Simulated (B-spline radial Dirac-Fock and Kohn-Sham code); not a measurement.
## Relativistic shifts of the levels of Bi⁷⁴⁺

System: Bi⁷⁴⁺, configuration 1s2 2s2 2p5.

Both columns are ΔSCF binding energies of the configuration average from a radial B-spline solver: non-relativistic Hartree-Fock with a point nucleus, and Dirac-Fock with a finite nucleus and the Coulomb interaction alone, averaged over the two j levels with weights 2j+1.

| shell | Hartree-Fock (eV) | Dirac-Fock (eV) | shift (eV) | shift (%) |
| --- | --- | --- | --- | --- |
| 1s | 88898.0 | 98751.4 | +9853.42 | +11.08 |
| 2s | 20603.7 | 23501.0 | +2897.29 | +14.06 |
| 2p | 20224.7 | 21367.0 | +1142.29 | +5.65 |

Relativity binds 1s, 2s, 2p more strongly, among those listed most of all 2s in relative terms.

Values without a named source are computed, but for edge energies of neutral atoms, which are taken from tables.
